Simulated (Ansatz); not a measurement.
Basis-set extrapolation for Cl₂H₄OSi₂ (`O[SiH2][SiH](Cl)Cl`) (PBE0-D4/def2-TZVP geometry, frozen core, the Gaussian-basis code of Ansatz). Multiplicity 1, RHF reference.

```
                       def2-TZVPP    def2-QZVPP
                 HF  -1574.293552  -1574.341005
    MP2 correlation     -0.856121     -0.935417
CCSD(T) correlation     -0.952513       not run
```

Energies in hartree. Use E(X) = E(∞) + A·exp(−7.88·√X) for Hartree–Fock and E(X) = E(∞) + B·X^(−2.97) for correlation, with X = 3 and 4, and add CCSD(T) minus MP2 of the smaller set to the MP2 limit.

Problem. What is the CCSD(T) energy at the basis-set limit?

Solution. HF limit: -1574.341005 + (-0.047453) × 0.13774 = -1574.34754. MP2 limit: -0.935417 + (-0.079296) × 0.74074 = -0.99415. Higher-order term: -0.952513 − (-0.856121) = -0.09639. Total: -1575.43808 hartree, 120.5 kcal/mol below CCSD(T)/def2-TZVPP.
